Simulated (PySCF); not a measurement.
H$_{2}$AlBr (SMILES [AlH2][Br]), singlet, at a GFN2-xTB geometry (such geometries of metal compounds can be far from the true shape).

PySCF was given this input:
```python
from pyscf import gto, scf, dft
from pyscf.prop import polarizability

mol = gto.M(
    atom='''
Al   -0.83649381   -1.27135581    0.21759535
H    -0.41220777   -2.32264286    1.25043091
H    -2.11474377   -1.51797671   -0.59310039
Br    0.38289632    0.58194986   -0.09960200
''',
    basis='6-31g',
    verbose=4,
)

mf = dft.RKS(mol)
mf.xc = 'pbe'
mf.kernel()
alpha = mf.Polarizability().polarizability()[2, 2]
print('alpha_zz =', alpha)
```

Q: What is the computed dipole moment (PBE/6-31G, polarisability run with PySCF)?

A: 1.46 D

Q: Estimate the number of basis functions that PBE/6-31G, polarisability returns for this input.

A: 44
